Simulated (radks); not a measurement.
Species: the mercury ion Hg4+. Configuration: [Xe] 4f14 5d8. Method: Dirac Kohn-Sham, PBEsol, spin-unpolarised, spherical densities, finite nucleus; open shells fill j = l - 1/2 first; Fermi nuclear charge, rms radius 5.4648 fm; computed with a radial shooting solver on a logarithmic mesh with Libxc functionals.

Radial electron density D(r) = 4 pi r^2 rho(r):

r (bohr),D(r) (e/bohr)
0.001463,19.47
0.001676,23.47
0.001936,28.46
0.002218,33.93
0.002562,40.58
0.002958,48.11
0.003389,56.01
0.003914,65.07
0.004485,74.10
0.005179,83.82
0.005981,93.28
0.006853,101.4
0.007914,108.6
0.009067,113.5
0.01047,116.2
0.01209,116.1
0.01385,113.7
0.016,109.7
0.01833,105.6
0.02117,103.1
0.02445,104.2
0.02801,109.6
0.03235,119.8
0.03706,131.7
0.0428,143.1
0.04943,149.0
0.05664,147.1
0.06541,137.6
0.07554,125.6
0.08654,118.2
0.09995,119.5
0.1145,128.5
0.1322,138.2
0.1527,137.8
0.175,123.7
0.2021,100.6
0.2315,82.71
0.2674,77.65
0.3088,84.67
0.3538,91.47
0.4086,88.16
0.4681,73.81
0.5406,53.86
0.6243,37.52
0.7153,28.61
0.826,24.23
0.9464,21.50
1.093,17.90
1.262,13.40
1.446,9.152
1.67,5.442
1.913,2.968
2.21,1.362
2.552,0.5311
2.924,0.1830
3.377,0.04718
3.869,0.01014
4.468,0.001444

D(r) has 4 maxima, at r = 0.0112, 0.0510, 0.142, 0.368 bohr, and minima at 0.0220, 0.0915, 0.261 bohr, inside which lie 2.04, 11.09, 30.08 electrons.
